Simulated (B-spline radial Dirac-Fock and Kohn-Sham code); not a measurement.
## Free-atom binding energies and absorption edges of Ga

The computed values come from a radial B-spline solver: ΔSCF Dirac-Fock with Breit, self-energy and vacuum polarisation, finite nucleus, configuration average. Correlation energy is missing from these numbers.

Two models are given for [Ar] 3d10 4s2 4p1. In the first the electron is removed to infinity. In the second it is placed in the 4p shell, so that the atom stays neutral; this mimics a hole screened by valence charge, or the onset of absorption below the ionisation limit. The tabulated edges (Elam, Ravel and Sieber, Radiat. Phys. Chem. 63, 121 (2002)) refer to the element in its standard state, with the Fermi level as zero for a metal.

```
level  ionised (eV)  screened (eV)  tabulated (eV)
    K       10375.9        10368.9         10367.0
   L1        1313.7         1306.8          1299.0
   L2        1152.1         1145.2          1143.2
   L3        1125.0         1118.1          1116.4
   M1         171.0          164.1           159.5
   M2         117.8          111.0           103.5
   M3         114.2          107.4           100.0
   M4         25.25          18.44           18.70
```

Question: Which of the two models lies closer to the table on average?

Answer: The screened model lies closer: the mean absolute deviations are 10.9 eV (ionised) and 4.1 eV (screened). Screening lowers the levels by 6.9 eV on average.
